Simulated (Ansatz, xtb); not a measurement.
**AlClFH3Si: which of two isomers lies lower**

Structure X is `F[SiH2][AlH][Cl]`, a singlet and structure Y is `[F][Al]([SiH3])[Cl]`, a singlet. Both are isolated molecules in the gas phase, relaxed with B3LYP-D3(BJ)/def2-SVP; each stands in its lowest conformer found.

Quicker runs give these differences E(Y) − E(X): GFN2-xTB −17.5 kcal/mol; HF/STO-3G −27.1 kcal/mol (at GFN2-xTB geometries); r2SCAN-D4/def2-SVP −26.4 kcal/mol (at GFN2-xTB geometries).

Estimate E(Y) − E(X) at the level CCSD(T)/def2-TZVP.

Calculated at CCSD(T)/def2-TZVP: E(Y) − E(X) = −19.4 kcal/mol, so structure Y lies lower.

How the difference moves with the method:

| level | geometry | E(Y) − E(X) (kcal/mol) | departure from the last row (kcal/mol) | job, with rough time for the two |
| --- | --- | --- | --- | --- |
| GFN2-xTB | GFN2-xTB | −17.5 | +1.8 | optimisation, 0.39 s |
| HF/STO-3G | GFN2-xTB | −27.1 | −7.8 | single point, 0.26 s |
| r2SCAN-D4/def2-SVP | GFN2-xTB | −26.4 | −7.0 | single point, 3.1 s |
| B3LYP-D3(BJ)/def2-SVP | B3LYP-D3(BJ)/def2-SVP | −21.1 | −1.7 | optimisation, 51 s |
| HF/def2-TZVP | B3LYP-D3(BJ)/def2-SVP | −16.5 | +2.9 | part of the CCSD(T) run |
| MP2/def2-TZVP | B3LYP-D3(BJ)/def2-SVP | −19.6 | −0.3 | part of the CCSD(T) run |
| CCSD(T)/def2-TZVP | B3LYP-D3(BJ)/def2-SVP | −19.4 |  | single point, 53 s |

As drawn, Y has 1 Al–F, 1 Si–H in place of 1 F–Si, 1 Al–H.

The levels shown agree on the order. The largest departure from CCSD(T)/def2-TZVP is that of HF/STO-3G, 7.8 kcal/mol.

With harmonic frequencies from B3LYP-D3(BJ)/def2-SVP (ideal gas, rigid rotor, one conformer each, 298.15 K, 1 atm): on the last row, ΔE + ΔZPE = −19.1 kcal/mol. A mode under 50 cm⁻¹ makes harmonic enthalpies and free energies unreliable, so none is given.

The correlated steps freeze 16 core orbitals. Codes used: Ansatz 0.2.0, xtb 6.7.1; the last row on 2 threads of Arm Neoverse V2 on a shared host.
